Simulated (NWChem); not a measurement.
Molecule: C$_{2}$H$_{6}$FLa; SMILES [CH3][La]([F])[CH3]

No frequency run checked for a minimum. def2 effective core potentials on La; no spin-orbit coupling.

Task: Give the equilibrium geometry at PBE0/def2-SVP with def2 effective core potentials on La (NWChem) as an XYZ file, with the point group.

Result: point group Cs; any orientation.
```
10

La     0.8646     0.0066    -0.7033
F      2.7192    -0.0212     0.3492
C     -0.4884    -1.9941    -0.0625
H     -0.9187    -2.4852    -0.9601
H     -1.3473    -1.7081     0.5756
H      0.0718    -2.7738     0.4859
C     -0.4679     1.9982     0.0054
H     -1.3317     1.6982     0.6303
H     -0.8902     2.5263    -0.8749
H      0.0987     2.7515     0.5833
```
